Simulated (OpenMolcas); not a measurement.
Ta4+ (d1) among equal point charges was computed by CASSCF with the d shell active (OpenMolcas, ANO-RCC-VDZP on the metal). Its lowest spin-free states, and all those of the highest spin:

| 2S+1 | Degeneracy | E (cm-1) |
| --- | --- | --- |
| 2 | 2 | 0.0 |
| 2 | 3 | 3727 |

Is the site octahedral, tetrahedral or cube-like, axial, or of lower symmetry?

The states with 2S+1 = 2 have orbital degeneracies 2, 3. Threefold states need a cubic site. For d1 at this spin an octahedron puts the threefold T2 below the twofold E and a tetrahedron or cube puts the twofold E below the threefold T2, so the site is a tetrahedron or a cube, which this pattern cannot tell apart. The first gap at this spin, 3730 cm-1, is |10Dq| in ligand-field theory. The run had Ta4+ among 4 point charges of -0.98 e arranged as a tetrahedron (Td), 1.99 Å from the ion.

Spin-orbit coupling mixes the spin-free states strongly: the lowest level takes only 64 % from its leading state, 2E. An orbital doublet at a regular site is open to a Jahn-Teller distortion, which this geometry leaves out. The ground term spreads over less than 5000 cm-1, several times less than with real ligands, so orbital moments are less quenched and χT lies further from the spin-only value than at real sites. Point charges carry no covalency, so the field is a model and not that of real ligands. No measured value stands beside these numbers.
